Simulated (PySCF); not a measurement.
## Correlation energy of Os⁴⁶⁺ (osmium, charge +46)

Starting occupation: [Ar] 3d10 4s2. Computed with PySCF 2.14 in an uncontracted even-tempered set (16 s from 6.3 bohr⁻², ratio 2.8; 13 p from 8.2 bohr⁻², ratio 2.8; 8 d from 15 bohr⁻², ratio 2.8; 4 f from 33 bohr⁻², ratio 3), with X2C-1e with screened-nucleus spin-orbit coupling, Gaussian nucleus. Frozen: [Ne]; 20 electrons correlated; the 72 highest virtual spinors left out.

MP2 pair energies summed by pair of shells (mhartree):

```tsv
pair	energy	share (%)
3d3/2-3d5/2	-187.44	22.4
3d5/2-3d5/2	-132.15	15.8
3d5/2-3p3/2	-66.24	7.9
4s1/2-4s1/2	-59.11	7.1
3d3/2-3d3/2	-57.04	6.8
3d5/2-4s1/2	-52.01	6.2
3d3/2-3p3/2	-44.99	5.4
3d3/2-4s1/2	-33.65	4.0
3d5/2-3p1/2	-32.57	3.9
3p1/2-3p3/2	-26.36	3.2
3p3/2-3p3/2	-25.51	3.0
3d5/2-3s1/2	-23.46	2.8
3d3/2-3p1/2	-21.43	2.6
3p3/2-4s1/2	-18.49	2.2
3d3/2-3s1/2	-15.95	1.9
3p3/2-3s1/2	-12.57	1.5
3p1/2-4s1/2	-7.30	0.9
3p1/2-3s1/2	-6.79	0.8
3p1/2-3p1/2	-6.40	0.8
3s1/2-3s1/2	-3.73	0.4
3s1/2-4s1/2	-3.71	0.4
```

Total MP2 correlation energy: -836.91 mhartree.

MP2 falls well short for the outer s pair, which is nearly degenerate with np².

At this charge the one-electron X2C treatment keeps the bare 1/r₁₂, with no two-electron picture change or Breit term. The effect here is smaller than on the frozen 1s shell.
